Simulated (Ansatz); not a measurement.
Calculation: frozen-core CCSD(T)/def2-TZVPP // TPSS-D3(BJ)/def2-SVP in Ansatz (a first-principles code).

Ansatz 0.2 input:
```yaml
crystal:
  periodic: [false, false, false]
  atoms:
    - { symbol: Y, position_ang: [0.183829, -0.006377, 0.111422] }
    - { symbol: O, position_ang: [0.139479, -1.795445, 1.077567] }
    - { symbol: H, position_ang: [0.096657, -2.642051, 1.538677] }
    - { symbol: N, position_ang: [-1.61475, 1.168761, -0.169041] }
    - { symbol: H, position_ang: [-1.684783, 2.078082, -0.645011] }
    - { symbol: H, position_ang: [-2.573152, 0.956318, 0.135172] }
    - { symbol: N, position_ang: [2.043551, 0.768302, -0.682897] }
    - { symbol: H, position_ang: [2.181953, 1.651656, -1.191185] }
    - { symbol: H, position_ang: [2.975964, 0.337809, -0.641876] }
basis:
  gaussian: { orbitals: def2-TZVPP }
correlation:
  method: ccsd_t
```

Output:

```
Functional definition: HF
1358 factors; integrals over basis functions are off by at most 1.0e-3 eV
mean field evaluation 1: about -6107.3139 eV, gradient 7.0e1 eV
mean field evaluation 2: about -6107.3795 eV, gradient 7.0e1 eV
mean field evaluation 4: about -6116.6214 eV, gradient 3.4e0 eV
mean field evaluation 8: about -6116.6998 eV, gradient 4.7e-1 eV
mean field evaluation 16: about -6116.7009 eV, gradient 2.4e-6 eV
mean field -6116.70088467 eV, -224.7846114628 hartree, gradient 2.4e-6 eV, S^2 0.000000; 0 other end points of the search recorded, 0 dependent functions left out
3 core orbitals not correlated
reference -6116.70088467 eV, -224.7846114628 hartree; 16, 16 occupied and 200, 200 virtual orbitals, 1358 factors
second order -25.86293963 eV of doubles, -0.00000000 eV of singles
cycle   1  -25.63012183 eV  change    2.3e-1 eV  update   1.1e-1
cycle   2  -26.15193909 eV  change   -5.2e-1 eV  update   3.7e-2
cycle   3  -26.31156364 eV  change   -1.6e-1 eV  update   1.9e-2
cycle   4  -26.30050051 eV  change    1.1e-2 eV  update   5.6e-3
cycle   5  -26.29697536 eV  change    3.5e-3 eV  update   2.4e-3
cycle   6  -26.29788939 eV  change   -9.1e-4 eV  update   8.0e-4
cycle   7  -26.29747569 eV  change    4.1e-4 eV  update   2.6e-4
cycle   8  -26.29734960 eV  change    1.3e-4 eV  update   9.1e-5
cycle   9  -26.29737145 eV  change   -2.2e-5 eV  update   3.5e-5
perturbative correction -0.98150426 eV, -0.0360696161 hartree
Total energy: -6143.97976037 eV, -225.7870916545 hartree
```

Cost: about 5 core-minutes (a rough figure).
